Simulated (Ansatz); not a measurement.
C$_{3}$H$_{7}$GaS, SMILES `C/C=[CH]\[GaH][SH]` at its PBE0-D4/def2-TZVP geometry, where that method's forces vanish. Charge 0, multiplicity 1.

```xyz
12

C     1.1289   -0.9581    0.5175
C    -0.2803   -0.7908    0.9684
C    -1.1440    0.1535    0.5899
Ga   -0.8508    1.6118   -0.6646
S     0.2976    1.3496   -2.5339
H     1.8076   -0.9503    1.3762
H     1.4437   -0.1727   -0.1716
H     1.2662   -1.9273    0.0263
H    -0.6103   -1.5292    1.7014
H    -2.1253    0.1298    1.0630
H    -1.4400    3.0505   -0.5012
H     0.5068    0.0333   -2.3714
```

Task: What forces (eV/Å) does r2SCAN-D4/def2-TZVPP give on these atoms in Ansatz? (An estimate is asked.)

Result: Ansatz gave: 
```
C1   0.069  0.003 -0.024
C2   0.065 -0.144  0.074
C3  -0.131  0.194 -0.098
Ga4 -0.039  0.067  0.030
S5  -0.017  0.020  0.000
H6   0.000 -0.016 -0.010
H7  -0.010 -0.007  0.013
H8   0.012  0.003  0.014
H9   0.009 -0.017  0.009
H10 -0.005  0.011  0.001
H11  0.046 -0.110 -0.018
H12  0.000 -0.005  0.008
```
